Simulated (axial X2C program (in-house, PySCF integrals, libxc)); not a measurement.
# Spin–orbit effects along a row: molecules with W, PBE0

All values come from calculations with an in-house all-electron X2C program for linear molecules (integrals from PySCF), spin-free (one-electron X2C) or two-component (2c: spin–orbit coupling with atomic mean-field Coulomb and Gaunt terms, which also bring small scalar terms), in Dyall basis sets with cores contracted in-house; open shells are unrestricted.

Basis sets: Al dyall-v3z, Mg dyall-cv3z, Na dyall-cv3z, P dyall-v3z, Si dyall-v3z, W dyall-cv3z, W dyall-v3z.

```csv
molecule,spin-free state,Re (Å),ωe (cm⁻¹),De (eV),2c state,Re 2c (Å),ωe 2c (cm⁻¹),De 2c (eV)
NaW,"M_S = 5/2, Λ = 0",2.938,175.3,n/a,Ω = 5/2,2.936,175.6,n/a
MgW,"M_S = 3, Λ = 0",2.812,201.4,n/a,Ω = 3,2.810,201.6,n/a
AlW,"M_S = 5/2, Λ = 0",2.618,271.9,n/a,Ω = 5/2,2.617,271.0,n/a
WSi,"M_S = 2, Λ = 1",2.314,388.3,n/a,Ω = 3,2.307,390.1,n/a
WP,"M_S = 3/2, Λ = 0",2.116,500.4,n/a,Ω = 3/2,2.118,496.1,n/a
```

Each entry is the lowest single determinant of a limited PBE0 search at one distance. De goes to single-determinant-based atoms at the same level (for ions the charge split of lowest energy) and is withheld (n/a) where an atom does not fit its ground term or J level. Main or longest-lived isotopes. One determinant is a doubtful description, or other states lie close, for NaW, MgW, AlW, WSi, WP; these need not be ground states, and all values refer to the states named. Some open-shell Ω = 0 determinants are out of reach, so the Ω given for MgW, WSi need not be the lowest component. With several unpaired electrons the Ω given is that of one determinant, not necessarily of the lowest component. The functionals have no current term, which raises determinants with orbital currents.
